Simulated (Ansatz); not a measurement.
The cluster Si₄Au₃⁻, relaxed as a singlet with RKS r2SCAN-D4/def2-SVPD in Ansatz, starting from the GFN1-xTB geometry. Force threshold 0.02 eV/Å.

In the def2 sets Au takes a core potential; there is no spin–orbit coupling. The restricted singlet is unstable towards broken spin symmetry in Hartree–Fock (as tested in another run); at r2SCAN-D4/def2-SVPD this wasn't settled. Another isomer (singlet) lies 2.10 eV lower at PBE0-D4/def2-TZVPD; other spin states weren't run for this one.

Start:

Cartesian coordinates in Å:
```
Au -2.809 -0.482 -1.659
Au 1.479 -1.613 -0.779
Au 2.709 -1.261 1.494
Si -2.027 1.613 -0.710
Si -0.407 -0.116 -1.144
Si 1.487 0.749 1.905
Si -0.433 1.110 0.892
```

```tsv
step	energy (eV)	largest force component (eV/Å)	SCF passes
1	-42586.2840	1.199	23
2	-42586.5098	0.345	31
3	-42586.5895	0.375	31
4	-42586.6991	0.439	30
5	-42586.8767	0.499	30
6	-42587.0360	0.271	30
7	-42587.0972	0.633	30
8	-42587.1554	0.172	31
9	-42587.1950	0.146	30
10	-42587.2325	0.193	30
11	-42587.2528	0.458	29
12 (rejected)	-42587.1453	0.707	30
13	-42587.2697	0.104	24
14 (rejected)	-42587.2630	0.131	25
15	-42587.2708	0.085	25
16	-42587.2716	0.037	24
17	-42587.2730	0.010	25
```

Force components are those of the run's own axes.

End:

```xyz
7

Au   -2.8335   -0.6026   -1.1793
Au    0.9931   -0.9901   -0.6046
Au    2.7142   -1.1937    1.5605
Si   -1.6508    1.5768   -0.7309
Si   -0.6242   -0.1625   -2.1395
Si    1.4734    0.6363    2.3760
Si   -0.0723    0.7358    0.7177
```

Bonds lost: Si5–Si7 (atoms count from 1). Bonds formed: Au2–Si7 (atoms count from 1).

No frequencies were taken in this run, so the end may be a saddle point.

Hardware: 4 threads of Arm Neoverse V1 on a shared host. Wall time 2.3 min.
